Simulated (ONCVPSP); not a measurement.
Configuration tests for Fe (Z = 26) (ONCV)

| Property | Result |
| --- | --- |
| Element | iron |
| Generator | ONCVPSP 4.0.1 |
| Type | optimised norm-conserving Vanderbilt (ONCV) |
| Functional | PBE |
| Relativity | scalar-relativistic |
| Frozen core | [Ne] |
| Valence charge | 16 |
| Reference configuration | 3s2 3p6 3d6 4s2 |
| Partial waves | 3s+4s: rc 1.35 bohr, ncon 4, nbas 8, qcut 11.1 1/bohr, 2 projectors; 3p: rc 1.05 bohr, ncon 4, nbas 8, qcut 14.7 1/bohr, 1 projector; 3d: rc 1.05 bohr, ncon 4, nbas 8, qcut 12.9 1/bohr, local |
| Local potential | the d channel |
| Core correction | none |

Energies are relative to the spin-unpolarised reference configuration 3s2 3p6 3d6 4s2; without spin polarisation the order of configurations can differ from experiment.

| valence configuration | charge | ΔE all-electron (eV) | error AE − PS (meV) |
| --- | --- | --- | --- |
| 3s2 3p6 3d6 4s0 | +2 | 24.932 | +0.7 |
| 3s2 3p6 3d5 4s0 | +3 | 59.155 | -17 |
| 3s2 3p6 3d6 4s1.5 | +0.5 | 3.484 | -0.2 |

What are ΔE and the potential's error for 3s2 3p6 3d6 4s1?

ΔE = 8.729 eV all-electron; the error (AE − PS) is -0.3 meV.
